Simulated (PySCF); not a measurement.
Radial density of C⁺ (carbon, charge +1)

UHF, [He] 2s2 2p1, 2P determinant. All numbers are calculated (PySCF 2.14, no relativity, point nucleus, in aug-cc-pVTZ with one added diffuse shell each of s, p, d, f type (6s5p4d3f, 62 functions)).

```
r (bohr)  4πr²ρ (e/bohr)  4πr²(ρα − ρβ)
 0.00499         0.03776         0.0000
 0.00839          0.1030         0.0000
  0.0141          0.2712         0.0000
  0.0238          0.6851         0.0001
  0.0399           1.596         0.0004
  0.0672           3.274         0.0014
   0.113           5.396         0.0059
   0.190           6.226         0.0261
   0.320           4.040         0.1020
   0.538           1.531         0.3233
   0.905           1.858         0.6188
    1.52           1.738         0.5278
    2.56          0.3986         0.1291
    4.31         0.01252         0.0049
```
